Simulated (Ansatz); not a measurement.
This geometry of BrH + ClH5Si2 (10 atoms, charge 0, multiplicity 1) is a first-order saddle point.

The calculation used Ansatz, RKS r2SCANh/def2-SVP.

```xyz
10
Properties=species:S:1:pos:R:3
Si -0.275 -0.123 -0.097
Cl 0.218 0.292 2.364
H 1.216 -0.211 -0.112
Si -1.064 1.939 -0.860
H -2.341 1.719 -1.591
H -1.282 2.814 0.324
H -0.060 2.570 -1.768
H -0.698 -1.349 -0.827
Br -2.581 -0.436 1.221
H -1.207 0.046 2.306
```

Which two structures does it join? (They come from a converged band through this point; their orientation in space is the band's.)

Bonds broken: Si1–Cl2, Br9–H10. Bonds formed: Si1–Br9, Cl2–H10. BrH + ClH5Si2 becomes BrH5Si2 + ClH.

Image 0:

```xyz
10
Properties=species:S:1:pos:R:3
Si 0.210 -0.043 -0.076
Cl 0.456 0.059 2.009
H 1.583 -0.089 -0.648
Si -0.974 1.857 -0.811
H -2.209 1.454 -1.541
H -1.313 2.713 0.360
H -0.091 2.624 -1.740
H -0.485 -1.323 -0.376
Br -3.272 -0.003 1.585
H -1.980 0.012 2.199
```

Image 6:

```xyz
10
Properties=species:S:1:pos:R:3
Si -0.613 -0.368 -0.403
Cl 0.080 1.195 2.955
H 0.682 -0.626 0.279
Si -1.019 1.886 -0.897
H -2.278 1.960 -1.695
H -1.168 2.663 0.363
H 0.110 2.431 -1.709
H -0.716 -1.233 -1.611
Br -2.251 -1.049 0.998
H -0.903 0.401 2.681
```

How far does it lie above each of them?

1.37 eV above the first and 1.38 eV above the second. This is the barrier of this one path; another mechanism may lie lower. The orbitals stay closed-shell, which can raise the energy where a bond breaks towards radicals; this wasn't checked here.

Time of the run: 4.2 min on 4 threads of Arm Neoverse V2, with other jobs on the host, peak memory 0.33 GiB.
